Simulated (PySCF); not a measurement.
# Correlation energy of Xe⁺ (xenon, charge +1)

[Kr] 4d10 5s2 5p5, 2P determinant. All numbers are calculated (PySCF 2.14, a scalar-relativistic core potential, in aug-cc-pVTZ-PP with ECP28MDF). Frozen: 4s2 4p6 4d10; 7 electrons correlated.

MP2 pair energies summed by pair of shells (mhartree):

| pair | energy | share (%) |
| --- | --- | --- |
| 5p-5p | -74.13 | 62.4 |
| 5s-5p | -38.20 | 32.1 |
| 5s-5s | -6.53 | 5.5 |

Total MP2 correlation energy: -118.85 mhartree.

Same-spin part -26.51 and opposite-spin part -92.34 mhartree; SCS-MP2 scales them by 1/3 and 6/5 to -119.65 mhartree.
